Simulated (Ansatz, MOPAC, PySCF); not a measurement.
Molecule: KF, charge 0, multiplicity 1. SMILES: [K][F]
Structure (B3LYP-D3(BJ)/def2-TZVP (Ansatz, a program for electronic structure) minimum search):
```xyz
2

K      0.0000     0.0000    -0.7078
F      0.0000     0.0000     1.4942
```

Unscaled harmonic wavenumbers (cm⁻¹) in rising order, each level at the stationary point that it reaches from this structure (no distance between atoms moves by over 0.3 Å); the order of modes can differ between levels, and a negative number is imaginary. B3LYP-D3(BJ)/def2-TZVP (PySCF, at the structure above): 422.

PM7 (MOPAC): 558. Zero-point energy 0.8 against 0.6 kcal/mol; where all levels lie over 400 cm⁻¹, the wavenumbers are on average 1.321 times those of B3LYP-D3(BJ)/def2-TZVP.

HF/3-21G (Ansatz): 402. Zero-point energy 0.6 against 0.6 kcal/mol; where all levels lie over 400 cm⁻¹, the wavenumbers are on average 0.952 times those of B3LYP-D3(BJ)/def2-TZVP.

HF/6-31G* with LANL2DZ past Ar (Ansatz): 439. Zero-point energy 0.6 against 0.6 kcal/mol; where all levels lie over 400 cm⁻¹, the wavenumbers are on average 1.040 times those of B3LYP-D3(BJ)/def2-TZVP.
